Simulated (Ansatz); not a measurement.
Energy needed to pull apart SnNH2F (SMILES [NH2][Sn][F]), singlet, into free ground-state atoms, from the structure below (displaced at random from its PBE0-D4/def2-TZVP minimum); no zero-point or spin–orbit terms; open-shell atoms are treated unrestricted, in their ground-state multiplicity.

```json
{"atom": "N1", "x (Å)": "-0.3666", "y (Å)": "0.4663", "z (Å)": "-0.4569"}
{"atom": "Sn2", "x (Å)": "0.3158", "y (Å)": "-0.0576", "z (Å)": "1.4773"}
{"atom": "F3", "x (Å)": "0.8564", "y (Å)": "-1.8389", "z (Å)": "0.8294"}
{"atom": "H4", "x (Å)": "-0.8097", "y (Å)": "1.3556", "z (Å)": "-0.6861"}
{"atom": "H5", "x (Å)": "-0.2859", "y (Å)": "-0.1328", "z (Å)": "-1.1549"}
```

Ansatz 0.2.0; basis: def2-TZVPP; cores frozen in the correlated methods. Filled d shells of the heavier atoms are correlated. Core potentials replace the inner electrons of the atoms past krypton. The def2 sets are not built for correlating such inner shells, so the correlated values are less sure here.

| method | atomization energy (kcal/mol) |
| --- | --- |
| PBE-D4 | ? |
| r2SCAN-D4 | ? |
| PBE0-D4 | 370.5 |
| wB97M-V | 375.8 |
| HF | 231.2 |
| MP2 | 369.9 |
| CCSD | 352.1 |
| CCSD(T) | 361.2 |

(1) What does r2SCAN-D4 give? (To be estimated.)

(2) What does PBE-D4 give? (To be estimated.)

T1 diagnostic: at most 0.019.

## Answers

(1) The calculation gives: 374.1 kcal/mol, which is about 12.9 kcal/mol more than CCSD(T)/def2-TZVPP.

(2) By the calculation: 389.5 kcal/mol, which is about 28.3 kcal/mol more than CCSD(T)/def2-TZVPP.

In triple zeta the MP2 and coupled-cluster atomization energies are still short of their basis limit by a few kcal/mol a bond, whereas those of the functionals are nearly converged, so these differences are not deviations from converged CCSD(T).

For scale, one of the runs: CCSD(T)/def2-TZVPP forces, 140 basis functions (an equivalent command: `ansatz run in.yaml --threads 2`). Hardware: 2 CPU threads, shared host. Wall time 4.4 min; peak host memory 1.6 GiB.
